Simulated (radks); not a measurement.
Br III, configuration [Ar] 3d10 4s2 4p2 4f1 (not the ground configuration).

Method: scalar-relativistic Kohn-Sham, AM05, spin-unpolarised, spherical densities, finite nucleus; Fermi nuclear charge, rms radius 4.1629 fm; computed with a radial shooting solver on a logarithmic mesh with Libxc functionals.

Energy parts (hartree):
| part | energy |
|---|---|
| total | -2601.01601 |
| kinetic | 2656.64619 |
| electron-nucleus | -6237.13456 |
| Hartree | 1067.35789 |
| exchange-correlation | -87.88554 |

Orbitals (lengths in bohr, moments of r in powers of bohr; <r^-3> diverges for s and p1/2):
orbital,occ.,eigenvalue (hartree),<r^-3>
1s,2,-489.9108,-
2s,2,-64.82579,-
2p,6,-57.35669,1354
3s,2,-9.93114,-
3p,6,-7.57196,197.3
3d,10,-3.66009,23.44
4s,2,-1.78902,-
4p,2,-1.26510,21.24
4d,0,-0.57752,1.421
4f,1,-0.23052,0.01708
5s,0,-0.54790,-

The highest occupied level is 4f at -6.273 eV. The configuration is held as typed, so some empty levels lie below it. The density falls to 0.001 e/bohr^3 at r = 4.00 bohr.
